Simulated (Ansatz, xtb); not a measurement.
# Relative energy of two conformers of C3H8BI

Structure a is `CCB(C)I`, a singlet and structure b is `CCB(C)I`, a singlet. Both are isolated molecules in the gas phase, relaxed with B3LYP-D3(BJ)/def2-SVP.

a (Å):

```xyz
13

C     0.1233   -0.2972   -2.0990
C     1.4318    1.4079   -0.3784
C     2.4111    2.5580   -0.1516
B     1.1033    0.8901   -1.8172
I     2.0298    1.8261   -3.5508
H    -0.3311   -0.7057   -1.1820
H     0.6556   -1.1130   -2.6190
H    -0.6821    0.0138   -2.7860
H     0.4417    1.6399    0.0683
H     1.7480    0.5038    0.1834
H     2.0770    3.4734   -0.6641
H     3.4091    2.3162   -0.5487
H     2.5210    2.7913    0.9192
```

b (Å):

```xyz
13

C    -1.9820    0.2437    0.4495
C    -1.0577   -0.6016   -0.4347
C     0.6221    1.5882   -0.6977
B     0.2318    0.1045   -0.9826
I     1.5480   -1.0989   -2.2315
H    -2.8597   -0.3308    0.7851
H    -1.4621    0.6047    1.3516
H    -2.3564    1.1310   -0.0861
H    -1.6103   -1.0014   -1.3069
H    -0.7341   -1.5154    0.0997
H     1.5623    1.9307   -1.1478
H    -0.1995    2.2437   -1.0431
H     0.6702    1.7430    0.3965
```

**Question.** Estimate E(b) − E(a) at the level CCSD(T)/def2-SVP + ΔMP2/def2-TZVPP.

**Answer.** Too close to call at this level: CCSD(T)/def2-SVP + ΔMP2/def2-TZVPP gives E(b) − E(a) = +2.26 kJ/mol.

How the difference moves with the method:

```
                             level               geometry  E(b) − E(a) (kJ/mol)  departure from the last row (kJ/mol)  job, with rough time for the two
             B3LYP-D3(BJ)/def2-SVP  B3LYP-D3(BJ)/def2-SVP                   +2.21                                 −0.04                optimisation, 50 s
                       HF/def2-SVP  B3LYP-D3(BJ)/def2-SVP                   +0.86                                 −1.39           part of the CCSD(T) run
                      MP2/def2-SVP  B3LYP-D3(BJ)/def2-SVP                   +2.22                                 −0.04           part of the CCSD(T) run
                  CCSD(T)/def2-SVP  B3LYP-D3(BJ)/def2-SVP                   +1.90                                 −0.36                      single point
CCSD(T)/def2-SVP + ΔMP2/def2-TZVPP  B3LYP-D3(BJ)/def2-SVP                   +2.26                                                      single point, 89 s
```

The largest departure from CCSD(T)/def2-SVP + ΔMP2/def2-TZVPP is that of HF/def2-SVP, 1.39 kJ/mol. A small imaginary or near-zero mode remains, so no thermal terms are given. Levels run at GFN2-xTB geometries aren't shown. The last row adds to CCSD(T) the change of the MP2 difference between the two basis sets, here +0.36 kJ/mol.

The correlated steps freeze 8 core orbitals; the filled d shell of I is correlated, in a basis made for valence electrons. Atoms past krypton carry core potentials in the def2 sets and no spin–orbit term is included. Codes used: Ansatz 0.2.0; the last row on 2 threads of Arm Neoverse V1 on a shared host.
